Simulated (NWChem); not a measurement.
# C4H7N; SMILES CC(C)C#N

All runs: NWChem. The geometry was optimised at B3LYP/6-31G* (spherical d). B3LYP is NWChem's, with the RPA form of VWN correlation.

Order these by “highest occupied level (eV)”, lowest first: Hartree-Fock/def2-TZVP; PBE/def2-TZVP; B3LYP/def2-TZVP; CAM-B3LYP/def2-TZVP.

Hartree-Fock/def2-TZVP (-12.28), CAM-B3LYP/def2-TZVP (-10.62), B3LYP/def2-TZVP (-8.95), PBE/def2-TZVP (-7.84)
